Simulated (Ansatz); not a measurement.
`CC[BH][SnH3]` → `[BH]CC`• + `[SnH3]`•  (homolysis of the B–Sn bond)

Computed with Ansatz on PBE0-D4/def2-TZVP structures; ΔE is electronic, products minus reactants. CCSD(T)/CBS is the MP2 limit (def2-TZVPP, def2-QZVPP) plus CCSD(T) − MP2 in def2-TZVPP, frozen cores. Functionals use def2-TZVPP. B3LYP here is the variant with VWN-RPA as its local correlation; programs differ in this. No spin–orbit coupling; open shells (•) take unrestricted orbitals. Elements past krypton have def2 core potentials. For Sn outer-core shells are correlated without core-valence functions, which leaves a few kJ/mol of doubt a bond. Each species was taken in one conformer, which may not be the lowest.

```csv
level,ΔE (kcal/mol),difference from CCSD(T)/CBS
r2SCAN-D4,68.8,-8.5
PBE0-D4,72.2,-5.1
B3LYP-D4,70.8,-6.5
ωB97X-V,75.9,-1.4
ωB97M-V,74.6,-2.7
r2SCAN,68.2,-9.1
PBE0,70.6,-6.7
MP2/def2-QZVPP,77.3,0.0
HF/CBS(def2),49.5,-27.8
CCSD/CBS(def2),75.3,-2.0
CCSD(T)/CBS,77.3,0
```

Largest T1 diagnostic among the species: 0.015.

In def2-TZVPP, CCSD(T) changes the Hartree–Fock value by +24.7 kcal/mol (the triples alone add +2.0 kcal/mol) and MP2 by +26.0 kcal/mol; breaking electron pairs costs correlation energy, which Hartree–Fock lacks. The D4 term adds +2.8 kcal/mol with B3LYP and +1.6 kcal/mol with PBE0; it sums over pairs of atoms, weighted by their polarisabilities, and B3LYP, whose exchange is more repulsive, gets the larger term.
